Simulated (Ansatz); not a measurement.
`C=[N][Ga]([OH])[Cl]` + H–F → `[OH][Ga]([F])[Cl]` + `C=N` at 400 K and 1 bar (ligand exchange at a Ga–N bond).

Calculated with Ansatz (gas phase, PBE0-D4/def2-TZVP geometries, no zero-point term in ΔE). CBS: MP2 limit from def2 TZ/QZ plus the TZ coupled-cluster correction, frozen cores. This one scheme is used for every species. For Ga outer-core shells are correlated without core-valence functions, which leaves a few kJ/mol of doubt a bond. Scalar relativity is left out up to krypton. One conformer a species, not always the lowest.

```tsv
species	CCSD(T)/CBS energy (Eh)	H − E (kJ/mol)	S (J/(mol·K))
`C=[N][Ga]([OH])[Cl]`	-2553.52042	150.8	402.3
H–F	-100.39570	36.5	182.2
`[OH][Ga]([F])[Cl]`	-2559.41427	70.3	348.1
`C=N`	-94.52360	119.4	238.9
```

H − E and S are ideal-gas, rigid-rotor, harmonic terms from PBE0-D4/def2-TZVP, for one conformer and one mirror image of each species. 1 Eh = 2625.50 kJ/mol, R = 8.31446 J/(mol·K).

Question: By hand: ΔE, ΔH, ΔS and ΔG.

Answer: ΔE = (-2559.41427) + (-94.52360) − (-2553.52042) − (-100.39570) = -0.02175 Eh = -57.1 kJ/mol. Δ(H − E) = 70.3 + 119.4 − 150.8 − 36.5 = 2.4, so ΔH = -54.7 kJ/mol. ΔS = 348.1 + 238.9 − 402.3 − 182.2 = 2.5 J/(mol·K). ΔG = -54.7 − 400 × (2.5)/1000 = -55.7 kJ/mol.

Question: By hand: the equilibrium constant, and the temperature at which ΔG would vanish if ΔH and ΔS stayed fixed.

Answer: log₁₀ K = −ΔG/(RT ln 10) = 7.3. ΔH and −TΔS have one sign here, so there is no such temperature. One of them is within its doubt of zero, so this could turn.

The number of gas molecules stays the same, so ΔS is small and ΔH decides. A doubt of 5 kJ/mol in ΔE shifts log₁₀ K by 0.7 here. Other conformers and mirror images would add mixing entropy, several J/(mol·K) or more a flexible species. Modes under 60 cm⁻¹, often nearly free rotors, make the harmonic entropy too high. These are equilibria of isolated gas molecules and say nothing of rates. Largest T1 diagnostic: 0.014 (customary marks: 0.02 for closed shells, 0.045 for open ones).
